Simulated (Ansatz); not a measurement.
C4H6BCl (`C=C=C(C)BCl`). Charge 0, multiplicity 1. All single points use the PBE0-D4/def2-TZVP geometry. It is one conformer, not always the lowest.

```xyz
12

C     0.197   -2.300   -0.292
C     0.093   -1.016   -0.142
C     0.000    0.289   -0.016
C    -0.577    0.937    1.215
B     0.524    1.075   -1.223
Cl    0.472    2.829   -1.220
H    -0.605   -2.878   -0.740
H     1.088   -2.831    0.026
H     0.158    1.604    1.673
H    -0.885    0.196    1.952
H    -1.441    1.552    0.953
H     0.976    0.543   -2.187
```

(1) What is the dipole moment at B3LYP/def2-TZVPP? (Estimate.)

(2) And with PBE, r2SCAN, ωB97M-V? (Estimate.)

(3) Give the Mulliken charges with B3LYP, ωB97M-V, r2SCAN in def2-TZVPP. (An estimate is asked.)

## Answers

(1) Ansatz gave: 1.92 D, with components (-0.37, -1.64, 0.93) D in this frame, pointing from negative to positive charge.

(2) Ansatz gave: PBE 1.90 D, r2SCAN 1.98 D, ωB97M-V 1.91 D.

(3) Ansatz gave: 
```json
{"atom": "C1", "B3LYP": "-0.23", "ωB97M-V": "-0.22", "r2SCAN": "-0.20"}
{"atom": "C2", "B3LYP": "0.16", "ωB97M-V": "0.07", "r2SCAN": "0.22"}
{"atom": "C3", "B3LYP": "-0.14", "ωB97M-V": "-0.06", "r2SCAN": "-0.20"}
{"atom": "C4", "B3LYP": "-0.26", "ωB97M-V": "-0.32", "r2SCAN": "-0.16"}
{"atom": "B5", "B3LYP": "0.06", "ωB97M-V": "-0.02", "r2SCAN": "0.10"}
{"atom": "Cl6", "B3LYP": "-0.16", "ωB97M-V": "-0.13", "r2SCAN": "-0.16"}
{"atom": "H7", "B3LYP": "0.12", "ωB97M-V": "0.12", "r2SCAN": "0.11"}
{"atom": "H8", "B3LYP": "0.12", "ωB97M-V": "0.12", "r2SCAN": "0.11"}
{"atom": "H9", "B3LYP": "0.10", "ωB97M-V": "0.12", "r2SCAN": "0.06"}
{"atom": "H10", "B3LYP": "0.09", "ωB97M-V": "0.11", "r2SCAN": "0.05"}
{"atom": "H11", "B3LYP": "0.10", "ωB97M-V": "0.12", "r2SCAN": "0.06"}
{"atom": "H12", "B3LYP": "0.04", "ωB97M-V": "0.08", "r2SCAN": "0.01"}
```

B3LYP here is the variant with VWN-RPA as its local correlation; programs differ in this.
